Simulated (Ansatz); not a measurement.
Compare A (`F[SiH]1[CH2][GeH2]1`) with its isomer B (`F[CH]1[SiH2][GeH2]1`).

Calculated with Ansatz (gas phase, PBE0-D4/def2-TZVP geometries, no zero-point term in ΔE). CCSD(T)/CBS is the MP2 limit (def2-TZVPP, def2-QZVPP) plus CCSD(T) − MP2 in def2-TZVPP, frozen cores. DFT in def2-TZVPP. B3LYP here is the variant with VWN-RPA as its local correlation; programs differ in this. For Ge outer-core shells are correlated without core-valence functions, which leaves a few kJ/mol of doubt a bond. Scalar relativity is left out up to krypton.

(1) Which isomer does CCSD(T)/CBS put lower? Give the gap. (An estimate is asked.)

(2) Give E(B) − E(A) in kJ/mol with B3LYP, PBE-D4, HF/def2-TZVPP, CCSD/def2-TZVPP, r2SCAN-D4, PBE0-D4, ωB97M-V. (Best estimate.)

Largest T1 diagnostic: 0.013.

## Answers

(1) The calculation gave: A, by 251.3 kJ/mol.

(2) The calculation gave: B3LYP 239.1, PBE-D4 226.4, HF/def2-TZVPP 255.0, CCSD/def2-TZVPP 250.3, r2SCAN-D4 243.6, PBE0-D4 236.4, ωB97M-V 244.7. None reverses the order clearly.

From PBE to PBE0 (25 % exact exchange), in def2-TZVPP and without D4, E(B) − E(A) moves by +10.0 kJ/mol.
